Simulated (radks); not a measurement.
Valence configurations of the lanthanum ion La2+ (all share [Xe]). Method: scalar-relativistic Kohn-Sham, r2SCAN, spin-unpolarised, spherical densities, finite nucleus; meta-GGA in the generalised Kohn-Sham scheme; Fermi nuclear charge, rms radius 4.855 fm; computed with a radial shooting solver on a logarithmic mesh with Libxc functionals. Energies are relative to 5d1; eigenvalues in eV.

valence,E (eV),e(4f),e(5d),e(6p),e(6s)
4f1,-0.194,-11.072,-,-,-
5d1,0.000,-,-14.271,-,-
6s1,1.652,-,-,-,-14.368
5d0.5 6p0.5,2.556,-,-15.558,-10.330,-
6s0.5 6p0.5,3.491,-,-,-10.934,-14.513
6p1,5.259,-,-,-11.169,-

NIST lists [Xe] 5d1 as the ground configuration; this level of theory puts 4f1 lower, by 0.194 eV. The energies are those of spherical spin-averaged densities, not of single terms.
